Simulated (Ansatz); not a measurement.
Species: C4H10Be (charge 0, singlet). 
Coordinates optimised at B3LYP-D3(BJ)/def2-TZVP (Ansatz, a quantum-chemistry and plane-wave program):
```
Be
C 1 1.6870
H 2 1.0983 1 108.75
H 2 1.0983 3 104.55 1 116.02
C 2 1.5425 3 109.16 4 116.69
H 5 1.0928 2 111.62 3 63.36
H 5 1.0928 6 106.90 2 -122.32
H 5 1.0935 6 107.09 7 -114.49
C 1 1.6870 3 152.99 2 180.00
H 9 1.0983 1 108.75 3 -180.00
H 9 1.0983 10 104.55 1 -116.02
C 9 1.5425 10 109.16 11 -116.69
H 12 1.0928 9 111.62 10 -63.36
H 12 1.0928 13 106.90 9 122.32
H 12 1.0935 13 107.09 14 114.49
```
Charge 0, spin multiplicity 1.

Wanted: atomisation energy (electronic, to ground-state atoms), in kJ/mol. Valence correlation only, unless marked. Open shells are spin-unrestricted. Spin-orbit coupling is left out. Non-relativistic. The coupled-cluster limit lacks core correlation, which all-electron functionals hold. CBS(X,Y): correlation extrapolated as X^-3; Hartree-Fock from the larger set. [CCSD(T)-MP2]/basis is that difference in the basis named.

```tsv
level	program	atomisation energy (kJ/mol)	minus last row
HF/6-31G	Ansatz	4201.5	-1396.8
HF/def2-SVP	Ansatz	4382.9	-1215.4
SVWN5/def2-TZVPD	Ansatz	6316.6	718.3
BLYP-D4/def2-TZVPD	Ansatz + dftd4	5594.7	-3.6
r2SCAN/def2-TZVPD	Ansatz	5633.1	34.8
PBE0-D3(BJ)/def2-TZVP	Ansatz + dftd3	5653.4	55.1
PBE0-D4/def2-TZVP	Ansatz + dftd4	5650.1	51.8
r2SCAN0/def2-TZVPD	Ansatz	5592.7	-5.6
HSE06-D3(BJ)/def2-TZVPD	Ansatz + dftd3	5656.3	58.0
wB97M-V/def2-TZVPD	Ansatz	5624.4	26.1
B2PLYP/def2-TZVPD	Ansatz	5554.1	-44.2
MP2/6-31G	Ansatz	4913.9	-684.4
RI-MP2/CBS(def2-TZVPPD,def2-QZVPPD)	Ansatz	5654.4	56.1
SCS-MP2/6-31G*	Ansatz	5147.5	-450.8
CCSD/def2-QZVPPD	Ansatz	5490.1	-108.2
CCSD(T)/STO-3G	Ansatz	5918.4	320.1
CCSD(T)/def2-TZVPP	Ansatz	5475.8	-122.5
CCSD(T)/def2-TZVPPD	Ansatz	5483.8	-114.5
CCSD(T)/def2-QZVPP	Ansatz	5552.7	-45.6
RI-MP2/CBS(def2-TZVPPD,def2-QZVPPD)+[CCSD(T)-MP2]/def2-QZVPPD	Ansatz	5597.7	-0.6
CCSD(T)/CBS(def2-TZVPPD,def2-QZVPPD)	Ansatz	5598.3	0.0
```
